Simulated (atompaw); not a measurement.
## phosphorus: PAW (atompaw) pseudisation with PBE, scalar-relativistic reference atom.

```json
{
 "Element": "P",
 "Generator": "atompaw 4.2.0.5",
 "Type": "PAW",
 "Functional": "PBE",
 "Relativity": "scalar-relativistic",
 "Frozen core": "[Ne]",
 "Valence charge": "5",
 "Reference configuration": "3s2 3p3",
 "Partial waves": "3s (bound); 3s channel at 0.25 Ry; 3p (bound); 3p channel at 2.5 Ry; 3d channel at 0.15 Ry",
 "Local potential": "bessel scheme, radius 1.75 bohr",
 "Core correction": "smooth core density matched at 1.75 bohr",
 "Augmentation charge": "besselshape compensation charge, radius 1.70 bohr; PAW radius 1.85 bohr; waves and projectors: bloechl"
}
```

Problem. Estimate the cutoffs (Ry, on a coarse ladder) from which the occupation-weighted sum of valence levels, in a spherical-Bessel basis at the reference potential, stays within 10 and 1 mRy of its value at 400 Ry.

Solution. 10 Ry and 18 Ry.

Problem. Does the potential have ghost states?

Solution. No extra level below or beside the all-electron valence levels (s, p, d, f tested).

Problem. Is the overlap operator S = 1 + Σ q|β⟩⟨β| positive definite (Bessel basis up to 400 Ry)?

Solution. Barely: its lowest eigenvalue is 0.005 (s channel).
